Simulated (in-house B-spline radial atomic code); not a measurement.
Checks on a self-consistent run for Ca VIII (Ca7+), [Ne] 3s2 (3p3/2)1. Level of theory: Dirac-Hartree-Fock, average of the jj configuration, Fermi nucleus of rms radius 3.4776 fm; calculated with an all-electron radial atomic-structure program (B-spline basis).

```
orbital  q      ε (Eh)    <1/r>        <r²>  small-component weight
  1s1/2  2  -155.35232  19.7546  0.00791809               0.0051149
  2s1/2  2   -21.85892  4.11751    0.151567              0.00088343
  2p1/2  2   -18.61741   4.0051    0.128172              0.00084531
  2p3/2  4   -18.49644  3.96777    0.129752              0.00083945
  3s1/2  2    -6.09527  1.35537     1.19968              0.00020912
  3p3/2  1    -5.38317  1.28247     1.28337              0.00019519
```

Electron-electron repulsion V_ee = 180.0031 hartree.

(1) What total energy follows from the eigenvalues?

(2) Does the Dirac virial theorem hold?

(3) What diamagnetic shielding (Lamb formula) and susceptibility (Langevin formula) do the radii give?

Results:

(1) The eigenvalues count the repulsion twice, so E = Σqε - V_ee = -483.217 - 180.003 = -663.220 hartree; the run printed -663.220.

(2) For a point nucleus E = -2c²Σq·w, with w the small-component weight. Here Σq·w = 0.017659 and c = 137.0360, so the ratio E/(-2c²Σq·w) is 1.000003; the finite nucleus accounts for the departure from 1.

(3) σ = (α²/3)Σq<1/r> = 75.6186/(3·137.036²) = 1342.3 ppm, and χ = -0.79199×10⁻⁶·Σq<r²> = -3.783×10⁻⁶ cm³/mol with Σq<r²> = 4.777 bohr². Both are non-relativistic formulas without the paramagnetism of open shells.
